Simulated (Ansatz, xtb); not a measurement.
# Two isomers of C4H2ClFN2

Structure a is `Fc1nccc(Cl)n1`, a singlet and structure b is `Fc1ncncc1Cl`, a singlet. Both are isolated molecules in the gas phase, relaxed with r2SCAN-D4/def2-SVP.

Energies in hartree; the thermal terms are from GFN2-xTB frequencies at re-optimised GFN2-xTB minima (ideal gas, soft modes damped towards free rotors, one conformer each, 298.15 K, 1 atm) and include the zero-point energy:

```
                              a           b
E, CCSD(T)/def2-SVP  −821.251848  −821.242780
    E, MP2/def2-SVP  −821.176855  −821.166843
  E, MP2/def2-TZVPP  −822.055827  −822.046180
  zero-point energy     0.056802     0.056611
       H(298 K) − E     0.064041     0.063938
       G(298 K) − E     0.025584     0.025298
```

Task: Correct the CCSD(T) difference for the basis set by the MP2 change, then work out ΔE, ΔE₀, ΔH and ΔG for a → b in kcal/mol (1 Eh = 627.51 kcal/mol) and the equilibrium ratio [b]/[a].

Result: 1. Differences b − a: CCSD(T) +0.009068, MP2 in the small set +0.010012, MP2 in the large set +0.009647 Eh.
2. ΔE = +0.009068 + (+0.009647 − (+0.010012)) = +0.008703 Eh = +5.46 kcal/mol.
3. ΔE₀ = ΔE + ΔZPE = +0.008703 + (−0.000191) Eh = +5.34 kcal/mol.
4. ΔH = ΔE + (−0.000103) Eh = +5.40 kcal/mol.
5. ΔG = ΔE + (−0.000286) Eh = +5.28 kcal/mol, so ΔS = (ΔH − ΔG)/T = +1.6 J/(mol K).
6. kT = 0.9442 mEh, so K = [b]/[a] = exp(−ΔG/kT) = exp(−8.91) ≈ 1.3 × 10^−4.

Structure a is favoured at this temperature. An error of 1 kcal/mol in ΔG would change K by a factor of 5.4. Mirror images and further conformers aren't counted.

As drawn, both hold the same kinds of bond in the same numbers.

Other levels gave ΔE = +5.8 (GFN2-xTB); +3.8 (HF/STO-3G, GFN2-xTB geometries); +6.9 (r2SCAN-D4/def2-SVP//GFN2-xTB); +6.9 (r2SCAN-D4/def2-SVP); +6.9 (HF/def2-SVP); +6.3 (MP2/def2-SVP); +5.7 (CCSD(T)/def2-SVP) kcal/mol. The correlated steps freeze 12 core orbitals. Programs: Ansatz 0.2.0, xtb 6.7.1.
